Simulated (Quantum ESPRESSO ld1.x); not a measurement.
Task: Yb0.75+, 69.25 electrons, occupied as [He] 2s1.25 2p6 3s2 3p6 3d10 4s2 4p6 4d10 4f14 5s2 5p6 6s2 (fractional occupations, a model configuration). Calculated with ld1.x of Quantum ESPRESSO 7.5: Dirac Kohn-Sham, relativistic LDA (MacDonald-Vosko exchange, VWN5 correlation), spin-unpolarised, spherical densities, point nucleus. Some entries of the table are withheld. Estimate them.

orbital  occ.  eigenvalue (eV)  <r^2> (bohr^2)  <r> (bohr)
1s1/2       2         -60979.1       0.0005337     0.01973
2s1/2    1.25         -10436.5        0.008157     0.08279
2p1/2       2         -9984.70        0.005850     0.06869
2p3/2       4         -8941.67        0.007046     0.07611
3s1/2       2         -2373.14         0.05321      0.2155
3p1/2       2              (1)             (2)      0.2049
3p3/2       4              (3)             (4)      0.2187
3d3/2       4              (5)         0.04299      0.1913
3d5/2       6              (6)         0.04482      0.1956
4s1/2       2         -474.091          0.2661      0.4851
4p1/2       2         -390.168             (7)      0.4915
4p3/2       4         -339.021             (8)      0.5238
4d3/2       4         -199.666          0.3455      0.5452
4d5/2       6         -190.113          0.3600      0.5566
5s1/2       2         -64.7585           1.601       1.192
5p1/2       2         -41.4095           2.031       1.335
5p3/2       4         -34.9187           2.387       1.447
4f5/2       6         -16.0955          0.6925      0.7217
4f7/2       8         -14.6037          0.7292      0.7380
6s1/2       2          -9.2267           12.96       3.391

Result: 
(1) 3p1/2 eigenvalue (eV): -2169.79
(2) 3p1/2 <r^2> (bohr^2): 0.04887
(3) 3p3/2 eigenvalue (eV): -1945.50
(4) 3p3/2 <r^2> (bohr^2): 0.05548
(5) 3d3/2 eigenvalue (eV): -1598.42
(6) 3d5/2 eigenvalue (eV): -1548.20
(7) 4p1/2 <r^2> (bohr^2): 0.2755
(8) 4p3/2 <r^2> (bohr^2): 0.3125
